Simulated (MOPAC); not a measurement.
MOPAC input (PM6):

```
PM6 FORCE THERMO(298,298) PRECISE LET CHARGE=-1 GEO-OK AUX(PRECISION=9) THREADS=1
C2HF2

F     1.62918007 1   -0.67264440 1   -0.01304712 1
C     0.68577708 1    0.30525952 1   -0.02957359 1
C    -0.56898520 1   -0.18155261 1    0.02160169 1
F    -1.57456643 1    0.73606002 1    0.00909141 1
H    -0.98057086 1   -1.16682507 1    0.07217734 1
```

Output:

```
 *******************************************************************************
 **                                                                           **
 **                              MOPAC v23.2.5                                **
 **                                                                           **
 *******************************************************************************
 ** MOPAC's Digital Object Identifier: https://doi.org/10.5281/zenodo.6511958 **
 **                                                                           **
 ** Please cite the open-source release paper for use of this MOPAC version:  **
 ** J. E. Moussa and J. J. P. Stewart (2026)                                  **
 ** MOPAC: An open-source semiempirical molecular orbital program             **
 ** J. Open Source Softw., 11(119), 8025, https://doi.org/10.21105/joss.08025 **
 *******************************************************************************

                              PM6 CALCULATION RESULTS

 *******************************************************************************
 *  PM6        - The PM6 Hamiltonian to be used
 *  GEO-OK     - OVERRIDE INTERATOMIC DISTANCE AND OTHER SAFETY CHECKS
 *
 *
 *
 *                 CHARGE ON SYSTEM = -1
 *
 *
 *
 *  LET        - OVERRIDE SOME SAFETY CHECKS
 *  PRECISE    - TIGHTER CRITERIA TO BE USED
 *  FORCE      - FORCE CALCULATION SPECIFIED
 *  AUX        - OUTPUT AUXILIARY INFORMATION
 *  THERMO     - THERMODYNAMIC QUANTITIES TO BE CALCULATED
 *******************************************************************************
PM6 FORCE THERMO(298,298) PRECISE LET CHARGE=-1 GEO-OK AUX(PRECISION=9) THREADS=1
 C2HF2

   ATOM   CHEMICAL          X               Y               Z
  NUMBER   SYMBOL      (ANGSTROMS)     (ANGSTROMS)     (ANGSTROMS)

     1       F          1.62918007  *  -0.67264440  *  -0.01304712  *
     2       C          0.68577708  *   0.30525952  *  -0.02957359  *
     3       C         -0.56898520  *  -0.18155261  *   0.02160169  *
     4       F         -1.57456643  *   0.73606002  *   0.00909141  *
     5       H         -0.98057086  *  -1.16682507  *   0.07217734  *

          CARTESIAN COORDINATES

    NO.       ATOM           X           Y           Z

     1         F          1.6292     -0.6726     -0.0130
     2         C          0.6858      0.3053     -0.0296
     3         C         -0.5690     -0.1816      0.0216
     4         F         -1.5746      0.7361      0.0091
     5         H         -0.9806     -1.1668      0.0722

 General Reference for PM6:
 "Optimization of Parameters for Semiempirical Methods V: Modification of NDDO Approximations
 and Application to 70 Elements", J. J. P. Stewart, J. Mol. Mod., 13, 1173-1213 (2007)
 URL: https://link.springer.com/article/10.1007/s00894-007-0233-4

           Empirical Formula: C2 H F2  =     5 atoms

[...]
 TRANSITION DIPOLE   1.0335         C 2 -- C 3         +10.3% ( 32.9%)      0.0%
 TRAVEL (Ang.)       0.2575         C 3 -- F 4          +7.5% ( 28.2%)      0.0%
 REDUCED MASS        1.3019         F 1 -- C 2          +0.8% (  9.5%)      0.0%
 EFFECTIVE MASS      3.3583
 FORCE CONSTANT      0.4682

 VIBRATION          5    3A'         ATOM PAIR     ENERGY CONTRIBUTION    RADIAL
 FREQUENCY          1070.54         F 1 -- C 2         +52.2% ( 91.7%)     95.9%
 TRANSITION DIPOLE   2.5599         C 2 -- C 3         +31.0% ( 70.7%)      3.4%
 TRAVEL (Ang.)       0.1087         C 3 -- F 4          +9.3% ( 38.7%)     29.2%
 REDUCED MASS        5.3283         C 3 -- H 5          +7.5% ( 34.9%)     71.8%
 EFFECTIVE MASS     13.9860
 FORCE CONSTANT      3.5979

 VIBRATION          6    4A'         ATOM PAIR     ENERGY CONTRIBUTION    RADIAL
 FREQUENCY          1196.18         C 3 -- F 4         +48.4% ( 93.2%)     97.8%
 TRANSITION DIPOLE   2.7740         C 2 -- C 3         +23.6% ( 65.0%)      7.8%
 TRAVEL (Ang.)       0.1040         C 3 -- H 5         +18.8% ( 58.1%)     32.5%
 REDUCED MASS        5.2134         F 1 -- C 2          +9.2% ( 40.6%)     77.0%
 EFFECTIVE MASS     14.3596
 FORCE CONSTANT      4.3951

 VIBRATION          7    5A'         ATOM PAIR     ENERGY CONTRIBUTION    RADIAL
 FREQUENCY          1222.18         C 3 -- H 5         +86.7% ( 93.5%)      0.2%
 TRANSITION DIPOLE   0.2112         C 2 -- C 3          +5.8% ( 24.2%)      8.0%
 TRAVEL (Ang.)       0.2547         F 1 -- C 2          +4.7% ( 21.9%)     17.2%
 REDUCED MASS        0.8504         C 3 -- F 4          +2.7% ( 16.6%)     63.1%
 EFFECTIVE MASS      1.9900
 FORCE CONSTANT      0.7484

 VIBRATION          8    6A'         ATOM PAIR     ENERGY CONTRIBUTION    RADIAL
 FREQUENCY          1639.18         C 2 -- C 3         +51.7% ( 99.1%)     97.7%
 TRANSITION DIPOLE   2.8135         C 3 -- F 4         +18.1% ( 58.6%)     43.9%
 TRAVEL (Ang.)       0.0850         C 3 -- H 5         +16.2% ( 55.4%)     16.7%
 REDUCED MASS        5.6979         F 1 -- C 2         +14.0% ( 51.6%)     32.9%
 EFFECTIVE MASS     12.0683
 FORCE CONSTANT      9.0204

 VIBRATION          9    7A'         ATOM PAIR     ENERGY CONTRIBUTION    RADIAL
 FREQUENCY          2749.56         C 3 -- H 5         +97.9% (100.0%)    100.0%
 TRANSITION DIPOLE   0.3933         C 3 -- F 4          +1.1% ( 10.5%)      5.2%
 TRAVEL (Ang.)       0.1623         C 2 -- C 3          +1.1% ( 10.4%)     56.8%
 REDUCED MASS        0.9313
 EFFECTIVE MASS      1.3921
 FORCE CONSTANT      4.1484

      SYMMETRY NUMBER FOR POINT-GROUP Cs  =  1

          SYSTEM IS A GROUND STATE

 C2HF2

          MOLECULE IS NOT LINEAR

          THERE ARE  9 GENUINE VIBRATIONS IN THIS SYSTEM
          THIS THERMODYNAMICS CALCULATION IS LIMITED TO
          MOLECULES WHICH HAVE NO INTERNAL ROTATIONS

                    CALCULATED THERMODYNAMIC PROPERTIES
                                          *
   TEMP. (K)   PARTITION FUNCTION   H.O.F.    ENTHALPY  HEAT CAPACITY ENTROPY
                                   KCAL/MOL   CAL/MOLE    CAL/K/MOL  CAL/K/MOL

 298.00  VIB.     0.2008D+01                   776.5958     6.0702     3.9913
         ROT.     0.2621D+05                   888.2803     2.9808    23.1986
         INT.     0.5263D+05                  1664.8761     9.0510    27.1899
         TRA.     0.4837D+27                  1480.4672     4.9680    38.3398
         TOT.                      -68.754    3145.3433    14.0190    65.5296

   *: NOTE: HEATS OF FORMATION ARE RELATIVE TO THE
            ELEMENTS IN THEIR STANDARD STATE AT 298K
              (=  Standard Enthalpy of Formation).

            Hvib:  Zero-point energy is not included.
                   frequencies of less than zero cm-1 are not included.
            Hrot = (3/2)RT
            Htra = (3/2)RT + pV = (5/2)RT

            Heat capacity is Cp, not Cv

          For more information, see: HTTP://OpenMOPAC.net/Manual/thermochemistry.html

           FORCE CONSTANT IN CARTESIAN COORDINATES (Millidynes/A)

    ATOM   CHEMICAL       X               Y               Z
   NUMBER   SYMBOL  FORCE CONSTANT  FORCE CONSTANT  FORCE CONSTANT

      1       F        5.424384        0.575673        0.199436
      2       C        7.024585        8.434953        0.473945
      3       C        8.649794       10.914392        1.262725
      4       F        6.861911        0.731988        0.198425
      5       H        1.373834        3.668285        0.243083

 **********************
 *                    *
 * JOB ENDED NORMALLY *
 *                    *
 **********************

 == MOPAC DONE ==
```

The dipole moment of an ion depends on the origin.
